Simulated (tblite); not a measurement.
Compound: C5H7O4 (charge -1).
Atom-mapped SMILES: `[CH3:1][C@@H:2]([CH2:3][O:4][CH:5]=[O:6])[C:7](=[O:8])[O-:9]` (hydrogens: H10, H11, H12 on C1; H13 on C2; H14, H15 on C3; H16 on C5)
Bond orders are those of one Lewis drawing.

Computed with GFN2-xTB (tblite), gas phase: L-BFGS steps from a force-field or distance-geometry start until the largest atomic force falls under 0.01 eV/Å.

Step 152: E = -837.7286 eV
```
atom  x, y, z in Å  |  force x, y, z in eV/Å
C1     -1.3968   -0.3654    0.9244    0.013   0.020  -0.008
C2     -0.5014    0.4636    0.0111   -0.023   0.032   0.015
C3      0.5345   -0.3965   -0.7031   -0.002   0.012  -0.011
O4      1.8856    0.0637   -0.4903    0.006  -0.060   0.052
C5      2.5875   -0.4697    0.4687   -0.039  -0.029   0.017
O6      2.2958   -1.3566    1.2294    0.014   0.076  -0.116
C7     -1.4445    1.2497   -1.0452   -0.044   0.054   0.057
O8     -1.3407    0.8974   -2.2244    0.019   0.001   0.039
O9     -2.1647    2.1091   -0.5288    0.103  -0.139  -0.078
H10    -1.8946   -1.1448    0.3467   -0.005   0.022   0.014
H11    -0.8308   -0.8359    1.7319    0.006   0.013  -0.001
H12    -2.1561    0.2867    1.3497   -0.020  -0.012   0.024
H13     0.0064    1.2349    0.6005   -0.010  -0.014  -0.004
H14     0.3488   -0.3041   -1.7825    0.032  -0.001   0.015
H15     0.4770   -1.4436   -0.3872   -0.019   0.022  -0.029
H16     3.5866    0.0204    0.4875   -0.032   0.003   0.012
```

Step 153: E = -837.7307 eV
```
atom  x, y, z in Å  |  force x, y, z in eV/Å
C1     -1.3866   -0.3601    0.9320    0.020   0.016  -0.008
C2     -0.5030    0.4680    0.0061   -0.020   0.028   0.016
C3      0.5356   -0.3884   -0.7084    0.000   0.012  -0.009
O4      1.8861    0.0667   -0.4802    0.007  -0.069   0.058
C5      2.5824   -0.4823    0.4744   -0.045  -0.041   0.021
O6      2.2858   -1.3808    1.2197    0.020   0.095  -0.128
C7     -1.4549    1.2437   -1.0508   -0.028   0.039   0.023
O8     -1.3353    0.9032   -2.2325    0.007   0.013   0.078
O9     -2.1930    2.0865   -0.5328    0.098  -0.136  -0.080
H10    -1.8795   -1.1502    0.3646   -0.002   0.028   0.018
H11    -0.8120   -0.8171    1.7417   -0.002   0.017  -0.010
H12    -2.1502    0.2891    1.3542   -0.017  -0.012   0.022
H13     0.0041    1.2471    0.5861   -0.016  -0.014  -0.004
H14     0.3586   -0.2849   -1.7884    0.031  -0.001   0.019
H15     0.4727   -1.4382   -0.4032   -0.019   0.024  -0.031
H16     3.5817    0.0067    0.5062   -0.034   0.001   0.014
```

Step 154: E = -837.7311 eV
```
atom  x, y, z in Å  |  force x, y, z in eV/Å
C1     -1.3317   -0.3294    0.9711    0.065   0.003  -0.051
C2     -0.5098    0.4915   -0.0204   -0.089   0.083   0.073
C3      0.5425   -0.3457   -0.7360    0.023   0.013  -0.054
O4      1.8910    0.0807   -0.4256   -0.010  -0.245   0.174
C5      2.5562   -0.5500    0.5045   -0.147  -0.234   0.122
O6      2.2353   -1.5098    1.1676    0.138   0.467  -0.377
C7     -1.5100    1.2103   -1.0802   -0.327   0.270   0.069
O8     -1.3111    0.9309   -2.2716   -0.131   0.145   0.395
O9     -2.3505    1.9632   -0.5556    0.632  -0.593  -0.407
H10    -1.8025   -1.1703    0.4556    0.029   0.089   0.052
H11    -0.7148   -0.7214    1.7867   -0.044   0.047  -0.072
H12    -2.1144    0.3048    1.3823    0.008  -0.020   0.006
H13    -0.0069    1.3118    0.5101   -0.075  -0.059  -0.030
H14     0.4134   -0.1827   -1.8192    0.044  -0.021   0.134
H15     0.4497   -1.4104   -0.4883    0.006   0.114  -0.055
H16     3.5560   -0.0646    0.6078   -0.121  -0.060   0.022
```

Question: Estimate the geometry and energy of step 155. (The exact step hangs on the optimiser's Hessian estimate; all steps are aligned on step 154, rigid shifts and turns removed.)

Answer: E = -837.7370 eV, largest force 0.135 eV/Å
```
atom  x, y, z in Å  |  force x, y, z in eV/Å
C1     -1.3627   -0.3455    0.9511    0.026   0.002  -0.003
C2     -0.5077    0.4788   -0.0044   -0.008   0.012   0.013
C3      0.5370   -0.3689   -0.7196    0.004  -0.004  -0.014
O4      1.8855    0.0734   -0.4535    0.002  -0.068   0.038
C5      2.5700   -0.5135    0.4861   -0.032  -0.019   0.010
O6      2.2665   -1.4420    1.1901    0.011   0.063  -0.097
C7     -1.4775    1.2278   -1.0647    0.003   0.007  -0.026
O8     -1.3193    0.9161   -2.2504   -0.013   0.021   0.106
O9     -2.2593    2.0291   -0.5472    0.066  -0.102  -0.058
H10    -1.8430   -1.1608    0.4084    0.000   0.035   0.023
H11    -0.7676   -0.7701    1.7644   -0.019   0.022  -0.023
H12    -2.1377    0.2945    1.3675   -0.001  -0.010   0.011
H13    -0.0024    1.2759    0.5528   -0.027  -0.006  -0.003
H14     0.3828   -0.2367   -1.8007    0.028  -0.006   0.042
H15     0.4607   -1.4261   -0.4427   -0.015   0.053  -0.035
H16     3.5672   -0.0231    0.5515   -0.026  -0.001   0.015
```

The energy changes by -0.0059 eV. The first-order estimate −F·Δx gives -0.0191 eV and the mean of the old and new forces, exact on a quadratic surface, -0.0077 eV. The step makes an angle of 87° with the force vector and moves no atom by more than 0.113 Å.

The cost below is that of the whole relaxation. On Arm Neoverse V1, one thread, shared host with 32 logical CPUs at a one-minute load of 16, this took 1.3 s.
